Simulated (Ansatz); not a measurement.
`[F][Sn]([F])([Cl])[I]` → `ClI` + `[F][Sn][F]` at 400 K and 1 bar (stannylene formation by 1,1-elimination).

Calculated with Ansatz (gas phase, PBE0-D4/def2-TZVP geometries, no zero-point term in ΔE). CCSD(T)/CBS is the MP2 limit (def2-TZVPP, def2-QZVPP) plus CCSD(T) − MP2 in def2-TZVPP, frozen cores. Elements past krypton have def2 core potentials. For I, Sn outer-core shells are correlated without core-valence functions, which leaves a few kJ/mol of doubt a bond.

```tsv
species	CCSD(T)/CBS energy (Eh)	H − E (kJ/mol)	S (J/(mol·K))
`[F][Sn]([F])([Cl])[I]`	-1170.98597	47.1	415.6
`ClI`	-757.20745	15.5	257.6
`[F][Sn][F]`	-413.70076	25.8	297.0
```

H − E and S are ideal-gas, rigid-rotor, harmonic terms from PBE0-D4/def2-TZVP. 1 Eh = 2625.50 kJ/mol, R = 8.31446 J/(mol·K).

By hand: ΔE, ΔH, ΔS and ΔG.

ΔE = (-757.20745) + (-413.70076) − (-1170.98597) = 0.07776 Eh = 204.2 kJ/mol. Δ(H − E) = 15.5 + 25.8 − 47.1 = -5.8, so ΔH = 198.4 kJ/mol. ΔS = 257.6 + 297.0 − 415.6 = 139.0 J/(mol·K). ΔG = 198.4 − 400 × (139.0)/1000 = 142.8 kJ/mol.

By hand: the equilibrium constant, and the temperature at which ΔG would vanish if ΔH and ΔS stayed fixed.

log₁₀ K = −ΔG/(RT ln 10) = -18.6. ΔG = 0 at ΔH/ΔS = 1427 K.

The number of gas molecules changes by +1, which sets the sign of ΔS. A doubt of 5 kJ/mol in ΔE shifts log₁₀ K by 0.7 here. These are equilibria of isolated gas molecules and say nothing of rates. Largest T1 diagnostic: 0.017 (customary marks: 0.02 for closed shells, 0.045 for open ones).
